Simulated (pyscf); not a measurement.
`[CH2-][OH]` → `[CH3][O-]`, a hydrogen shift (singlet surface; H–O broken, C–H formed). Optimised with ωB97X-D3(BJ)/def2-SVPD in PySCF. Correlated levels are frozen-core, on RHF or UHF. ΔMP2 is the change of the MP2 total energy from the triple- to the quadruple-zeta basis. Energies in kcal/mol from the reactant's lowest minimum found.

Small-basis levels: PySCF, no dispersion term, spherical d functions. 

Q: Quick HF/STO-3G single points give ΔE‡ = 66.4 kcal/mol and ΔE = -12.4 kcal/mol. What does CCSD(T)/def2-TZVPPD + ΔMP2(QZVPPD) give, and how far is the quick result from it?

A: CCSD(T)/def2-TZVPPD + ΔMP2(QZVPPD) gives ΔE‡ = 25.8 kcal/mol and ΔE = -31.8 kcal/mol. HF/STO-3G lies 40.6 kcal/mol over it in the barrier and 19.4 kcal/mol over it in the reaction energy, so on this step it does not hold to within 3.0 kcal/mol. CCSD(T)/def2-TZVPPD + ΔMP2(QZVPPD) has limits of its own. This is the saddle that the search found; another between the same sides may lie lower. The CCSD(T) − MP2 part came from Ansatz, without density fitting, on the same reference.
